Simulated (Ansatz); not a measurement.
A nudged elastic band was laid between two geometries of CH2AlFSi (6 atoms, charge 0, multiplicity 1).

Level of theory: Ansatz, RKS PBE-D4/STO-3G.

```
movable images  : 7
climbing image  : yes
spring          : 5.0 eV/Å²
optimiser       : quadratic models (default)
start path      : IDPP
force threshold : 0.03 eV/Å
iteration limit : 60
end points      : relaxed
```

Initial state:

```xyz
6
Properties=species:S:1:pos:R:3
F 0.200 -1.950 0.971
C 0.733 -0.749 0.635
Si 1.759 0.560 0.447
Al -0.454 0.539 -0.427
H -0.530 1.905 -1.091
H -1.708 -0.306 -0.534
```

Final state:

```xyz
6
Properties=species:S:1:pos:R:3
F 0.210 -1.961 0.947
C 0.736 -0.751 0.629
Si 1.753 0.568 0.464
Al -0.456 0.541 -0.423
H -1.702 -0.313 -0.551
H -0.540 1.916 -1.065
```

Q: Which bonds break or form, and what moves?

A: No bond is made or broken. The dihedral C2–Si3–Al4–H5 goes from -180 to 0°. The two ends are copies of one structure, up to a mirror image or an exchange of like atoms.

Q: What energy profile does the band end with?

A: It converged. The highest image is number 4 of 0 to 8, 0.186 eV above the ends, which have the same energy within 2 meV. A vibrational analysis at the climbing image gives one clearly imaginary mode, 191i cm⁻¹: a first-order saddle point. Limits of this set-up: minimal basis.

```json
{"image": "0", "path coordinate (Å)": "0.00", "energy (eV)": "0.000", "dihedral C2–Si3–Al4–H5 (°)": "-180"}
{"image": "1", "path coordinate (Å)": "0.55", "energy (eV)": "0.018", "dihedral C2–Si3–Al4–H5 (°)": "-158"}
{"image": "2", "path coordinate (Å)": "1.10", "energy (eV)": "0.078", "dihedral C2–Si3–Al4–H5 (°)": "-138"}
{"image": "3", "path coordinate (Å)": "1.64", "energy (eV)": "0.152", "dihedral C2–Si3–Al4–H5 (°)": "-118"}
{"image": "4", "path coordinate (Å)": "2.19", "energy (eV)": "0.186", "dihedral C2–Si3–Al4–H5 (°)": "-98"}
{"image": "5", "path coordinate (Å)": "2.75", "energy (eV)": "0.153", "dihedral C2–Si3–Al4–H5 (°)": "-78"}
{"image": "6", "path coordinate (Å)": "3.30", "energy (eV)": "0.078", "dihedral C2–Si3–Al4–H5 (°)": "-56"}
{"image": "7", "path coordinate (Å)": "3.86", "energy (eV)": "0.018", "dihedral C2–Si3–Al4–H5 (°)": "-30"}
{"image": "8", "path coordinate (Å)": "4.41", "energy (eV)": "0.000", "dihedral C2–Si3–Al4–H5 (°)": "0"}
```

Q: What is the geometry of the highest image?

A: 
```xyz
6
Properties=species:S:1:pos:R:3:forces:R:3
F 0.845 -2.063 -0.180 0.00 -0.01 -0.01
C 0.904 -0.840 0.392 0.01 0.02 0.02
Si 1.229 0.535 1.251 0.00 -0.01 -0.01
Al -0.584 0.651 -0.206 0.00 0.00 0.00
H -0.405 1.272 -1.577 0.00 0.00 0.00
H -1.990 0.444 0.322 0.01 0.00 0.00
```

Q: What are the harmonic wavenumbers there?

A: 191i, 169, 335, 443, 541, 572, 657, 766, 955, 1640, 2389, 2435 cm⁻¹.

The band took 8 iterations and about 2.3 core-minutes.

Time of the run: 2.3 min on 1 thread of Intel(R) Xeon(R) Processor @ 2.50GHz (Skylake/Cascade Lake), on a shared host, peak memory 0.098 GiB.
